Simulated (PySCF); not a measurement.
Pr(III) with different ligands

Computed with PySCF 2.14.0, PBE0, def2-SVP on the ligands, density fitting, scalar-relativistic core potentials, no spin-orbit coupling, vacuum. The metal has lcecp-1-SVP with ECP48. Each complex is relaxed within the symmetry of a template of the same shape. Distances are means of the shortest metal–ligand contacts, charges and spins Mulliken's; removal energies are rigid, with the ligand's formal charge and no counterpoise, so too large; for an anion taken off a cation in vacuum most of it is the attraction of opposite charges, and multiply charged cations can part far more cheaply with an electron moved from ligand to metal. lcecp potentials hold a fixed number of 4f electrons in the core, out of states, spins and gaps.

```
    complex    point group  M–first ligand (Å)  charge on M (e)  removal of one first-named ligand (eV)  strongest infrared band, degenerate modes summed (cm⁻¹)  unstable modes (below −25 cm⁻¹)
    [PrH4]−             Td               2.182             0.28                                    4.61                                                     1182                                0
    [PrF4]−             Td               2.161             1.10                                    6.36                                                      485                                0
 [Pr(SH)4]−             S4               2.754             0.65                                    4.48                                                      270                                0
 [Pr(OH)4]−  S4, nearly Td               2.206             0.87                                    5.41                                                      239                                0
[Pr(NH2)4]−             S4               2.352             0.70                                    5.01                                                      442                                0
```

A further member has point group Td, M–first ligand (Å) 2.631, charge on M (e) 0.80, removal of one first-named ligand (eV) 4.87, strongest infrared band, degenerate modes summed (cm⁻¹) 302, unstable modes (below −25 cm⁻¹) 0. Which complex is it?

[PrCl4]−. This is one of several that fit.

Moved off a saddle point of the template and relaxed again: [Pr(NH2)4]−. One start shape was tried for each, so a minimum needn't be the lowest isomer.
